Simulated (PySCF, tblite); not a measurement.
Isomers of C5H11NP2, one GFN2-xTB conformer each. Single-point energies are computed at PBE0/pcSseg-1 (PySCF, gas phase, no added dispersion term), electronic only.

**Question.** Rank them by PBE0/pcSseg-1 energy, lowest first (kcal/mol).
A. `[CH2:1]=[CH:2][CH2:3]/[P:4]=[P:5]/[N:6]([CH3:7])[CH3:8]` with C1–C2–C3–P4 108°, C2–C3–P4–P5 86°, P4–P5–N6–C7 -168°
B. `[CH3:1][P:2]([CH2:3][PH2:4])[CH2:5][CH2:6][C:7]#[N:8]` with C1–P2–C3–P4 -175°, P2–C3–P4–H -70° and -163°, C1–P2–C5–C6 -81°, P2–C5–C6–C7 180°

**Answer.** B (0.0), A (8.4).

As drawn, the lower has a C≡N group, which the higher lacks; the higher has a C=C bond outside aromatic rings, which the lower lacks. GFN2-xTB itself gives, in the same order: 17.1, 0.0. GFN2-xTB puts C=CC/P=P/N(C)C lowest instead.

**Question.** Which frontier levels, dipoles and rotational constants go with these structures?

**Answer.** 
```csv
SMILES,"HOMO (eV, PBE0/pcSseg-1)",LUMO (eV),dipole (D),"A, B, C (MHz)"
CP(CP)CCC#N,-7.18,0.19,4.92,"1953, 706.5, 556.1"
C=CC/P=P/N(C)C,-5.92,-1.73,2.51,"3673, 654.7, 617.3"
```

**Question.** What happens when harmonic zero-point energies from GFN2-xTB frequencies are added?

**Answer.** 
```csv
SMILES,ZPE (kcal/mol),electronic (kcal/mol),with ZPE (kcal/mol)
CP(CP)CCC#N,91.0,0.0,0.0
C=CC/P=P/N(C)C,95.2,8.4,12.6
```

The zero-point energies span 4.2 kcal/mol. The order is unchanged.
